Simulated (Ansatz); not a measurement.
Total energies of H$_{5}$NSSi$_{2}$Zn, SMILES `N[SiH]1[SiH2][S][Zn]1`.

```xyz
10

N    -1.599    1.183   -0.444
Si   -0.831   -0.200    0.207
Si    1.507   -0.528   -0.294
S     2.388   -0.981    1.585
Zn    0.298   -0.482    2.289
H    -2.569    1.168   -0.709
H    -1.258    2.116   -0.289
H    -1.683   -1.357   -0.187
H     2.053    0.723   -0.894
H     1.696   -1.642   -1.264
```

Charge 0, multiplicity 1. For Zn the d shell is correlated and the shells below it are frozen. Scalar relativity is left out up to krypton. The structure was optimised at the PBE0-D4/def2-TZVP level. It is one conformer, not always the lowest. Basis def2-TZVPP, Ansatz 0.2.0.

RPA on PBE orbitals: Hartree–Fock energy of these orbitals -2810.57659 Eh, correlation -1.71732 Eh (frozen core).

```json
{"functional": "LDA (SPW92)", "kind": "LDA", "energy without D4 (Eh)": "-2807.42159", "D4 term (kJ/mol)": "–"}
{"functional": "PBE", "kind": "GGA", "energy without D4 (Eh)": "-2813.65887", "D4 term (kJ/mol)": "-31.3"}
{"functional": "revPBE", "kind": "GGA", "energy without D4 (Eh)": "-2814.13142", "D4 term (kJ/mol)": "-77.3"}
{"functional": "BLYP", "kind": "GGA", "energy without D4 (Eh)": "-2814.51289", "D4 term (kJ/mol)": "-66.3"}
{"functional": "r2SCAN", "kind": "meta-GGA", "energy without D4 (Eh)": "-2814.33969", "D4 term (kJ/mol)": "-7.2"}
{"functional": "B97M-V", "kind": "meta-GGA with VV10", "energy without D4 (Eh)": "-2813.85026", "D4 term (kJ/mol)": "–"}
{"functional": "PBE0", "kind": "global hybrid, 25 % exact exchange", "energy without D4 (Eh)": "-2813.76679", "D4 term (kJ/mol)": "-26.9"}
{"functional": "B3LYP", "kind": "global hybrid, 20 %", "energy without D4 (Eh)": "-2814.56748", "D4 term (kJ/mol)": "-51.3"}
{"functional": "r2SCANh", "kind": "meta-GGA hybrid, 10 %", "energy without D4 (Eh)": "-2814.31468", "D4 term (kJ/mol)": "-8.0"}
{"functional": "r2SCAN0", "kind": "meta-GGA hybrid, 25 %", "energy without D4 (Eh)": "-2814.27948", "D4 term (kJ/mol)": "-8.9"}
{"functional": "HSE06 (plane-wave form)", "kind": "screened hybrid", "energy without D4 (Eh)": "-2813.74211", "D4 term (kJ/mol)": "-25.5"}
{"functional": "BHLYP", "kind": "global hybrid, 50 %", "energy without D4 (Eh)": "-2814.37564", "D4 term (kJ/mol)": "-46.1"}
{"functional": "CAM-B3LYP", "kind": "range-separated hybrid", "energy without D4 (Eh)": "-2814.55890", "D4 term (kJ/mol)": "-28.1"}
{"functional": "LC-ωPBE", "kind": "long-range corrected hybrid", "energy without D4 (Eh)": "-2813.88727", "D4 term (kJ/mol)": "–"}
{"functional": "ωB97X-V", "kind": "range-separated hybrid GGA with VV10", "energy without D4 (Eh)": "-2814.11471", "D4 term (kJ/mol)": "–"}
{"functional": "ωB97M-V", "kind": "range-separated hybrid meta-GGA with VV10", "energy without D4 (Eh)": "-2814.27078", "D4 term (kJ/mol)": "–"}
{"functional": "B2PLYP", "kind": "double hybrid", "energy without D4 (Eh)": "-2813.76308", "D4 term (kJ/mol)": "–"}
{"functional": "PBE-QIDH", "kind": "double hybrid", "energy without D4 (Eh)": "-2813.25172", "D4 term (kJ/mol)": "–"}
```

B3LYP takes the VWN-RPA correlation (the form of Gaussian; ORCA's B3LYP/G). HSE06 is the plane-wave form, built on full-range PBE exchange. The double hybrids freeze the cores in their second-order part.

LC-ωPBE has ω = 0.4 bohr⁻¹.
